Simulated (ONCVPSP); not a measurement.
## Ni: one change to an ONCV potential, before and after

```
Element                 : Ni (Z = 28)
Generator               : ONCVPSP 4.0.1
Type                    : optimised norm-conserving Vanderbilt (ONCV)
Functional              : PBE
Relativity              : scalar-relativistic
Frozen core             : [Ar]
Valence charge          : 10
Reference configuration : 3d8 4s2
Partial waves           : 4s: rc 2.10 bohr, ncon 5, nbas 9, qcut 2.6 1/bohr, 2 projectors, debl 0.4 Ha; p scattering state at 0.17 Ha: rc 2.25 bohr, ncon 5, nbas 8, qcut 3.9 1/bohr, 2 projectors, debl 1.2 Ha; 3d: rc 1.15 bohr, ncon 4, nbas 9, qcut 16.3 1/bohr, 1 projector
Local potential         : polynomial inside 1.00 bohr (lpopt 4, dvloc0 0 Ha)
Core correction         : Teter function fitted to the true core (icmod 2), fcfact 0.7
```

In the p channel the program set the typed energies aside and used 0.050, 1.250 Ha.

All-electron outer shells of the reference configuration (PBE, scalar-relativistic, ld1.x):

| shell | level (eV) | outermost node (bohr) | outermost maximum (bohr) |
| --- | --- | --- | --- |
| 3p | -71.39 | 0.27 | 0.65 |
| 3d | -8.87 | – | 0.63 |
| 4s | -5.64 | 0.92 | 2.24 |

Change: d: qcut 22.3.

Cutoffs: the cutoffs (Ha) at which the residual kinetic energy of the hardest occupied pseudo-wave falls to 1 and 0.1 mHa per electron; they do not see the model core or the augmentation charge, which bear on the density cutoff. Errors are all-electron minus pseudo energies relative to the spin-unpolarised reference configuration.

Problem. Predict the effect on cutoff, ghosts and configuration errors.

Solution. The potential gets harder (88 Ha and 101 Ha → 174 Ha and 191 Ha); of the 3 tests that both files solve, the error grows in 3 and shrinks in 0 by more than 15 % and 0.3 meV (median size 7.3 → 12.6 meV); neither file shows a bound ghost. The waves are optimised to have the least kinetic energy above qcut, so the cutoff follows it (qcut²/2 in Ha).

```csv
quantity,base,changed
"cutoff, loose",88 Ha,174 Ha
"cutoff, tight",101 Ha,191 Ha
loose cutoff by channel,"s 11 Ha, d 88 Ha","s 11 Ha, d 174 Ha"
bound ghosts,none,none
GHOST(+) flags under 300 eV,"s at 3.1 eV, p at 73.2 eV","s at 3.1 eV, p at 73.2 eV"
tests with a reliable result,3 of 4,3 of 4
"error for 3d8 4s1, meV [ΔE 9.32 eV]",-4.5,-7.3
"error for 3d8 4s0, meV [ΔE 26.67 eV]",-13,-31
"error for 3d8 4s0 4p2, meV [ΔE 9.50 eV]",-7.3,-13
s: phases at 2.13 bohr within 0.05 rad from the reference energy up to (Ha; the scan ends near 5),3.4,3.4
p: phases at 2.29 bohr within 0.05 rad from the reference energy up to (Ha; the scan ends near 5),2.4,2.4
d: phases at 1.17 bohr within 0.05 rad from the reference energy up to (Ha; the scan ends near 5),3.0,2.6
"rms error of d²Exc/dni dnj with the model core, mHa",2.49,5.12
```
